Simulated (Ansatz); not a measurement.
Molecule: trichlorogermane, sum formula GeHCl$_{3}$ (charge 0, singlet). SMILES: [Cl][GeH]([Cl])[Cl]
Geometry: optimised at B3LYP-D3(BJ)/def2-TZVP (Ansatz, a quantum-chemistry and plane-wave program).

Quantity: atomisation energy (electronic, to ground-state atoms), in kJ/mol. Valence correlation only, unless marked. UHF or UKS for open shells. No spin-orbit coupling. The frozen core is the preceding noble-gas configuration, with the filled d and f shells of earlier blocks. Non-relativistic. The coupled-cluster limit lacks core correlation, which all-electron functionals hold. Basis-set limits of correlation are two-point, X^-3; Hartree-Fock from the larger set.

```json
[
 {"level": "HF/def2-QZVPP", "program": "Ansatz", "atomisation energy (kJ/mol)": "983.9"},
 {"level": "B3LYP-D4/def2-TZVPD", "program": "Ansatz + dftd4", "atomisation energy (kJ/mol)": "1329.4"},
 {"level": "r2SCAN0/def2-TZVPD", "program": "Ansatz", "atomisation energy (kJ/mol)": "1354.5"},
 {"level": "MP2/6-31G", "program": "Ansatz", "atomisation energy (kJ/mol)": "955.1"},
 {"level": "MP2/6-31G*", "program": "Ansatz", "atomisation energy (kJ/mol)": "1225.9"},
 {"level": "RI-MP2/def2-TZVPPD", "program": "Ansatz", "atomisation energy (kJ/mol)": "1383.5"},
 {"level": "SCS-MP2/def2-SVPD", "program": "Ansatz", "atomisation energy (kJ/mol)": "1268.1"},
 {"level": "CCSD(T)/STO-3G", "program": "Ansatz", "atomisation energy (kJ/mol)": "1481.1"},
 {"level": "CCSD(T)/6-31G", "program": "Ansatz", "atomisation energy (kJ/mol)": "966.3"},
 {"level": "CCSD(T)/CBS(def2-TZVPPD,def2-QZVPPD)", "program": "Ansatz", "atomisation energy (kJ/mol)": "1379.3"}
]
```
